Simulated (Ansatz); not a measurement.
Basis-set extrapolation for C3H6BClO2 (`CB(Cl)OC(C)=O`) (PBE0-D4/def2-TZVP geometry, frozen core, the Gaussian-basis code of Ansatz). Multiplicity 1, RHF reference.

|  | def2-TZVPP | def2-QZVPP |
| --- | --- | --- |
| HF | -751.264290 | -751.290180 |
| MP2 correlation | -1.243237 | -1.338270 |
| CCSD(T) correlation | -1.343198 | not run |

Energies in hartree. Use E(X) = E(∞) + A·exp(−7.88·√X) for Hartree–Fock and E(X) = E(∞) + B·X^(−2.97) for correlation, with X = 3 and 4, and add CCSD(T) minus MP2 of the smaller set to the MP2 limit.

Problem. What is the CCSD(T) energy at the basis-set limit?

Solution. HF limit: -751.290180 + (-0.025890) × 0.13774 = -751.29375. MP2 limit: -1.338270 + (-0.095033) × 0.74074 = -1.40866. Higher-order term: -1.343198 − (-1.243237) = -0.09996. Total: -752.80237 hartree, 5.30 eV below CCSD(T)/def2-TZVPP.
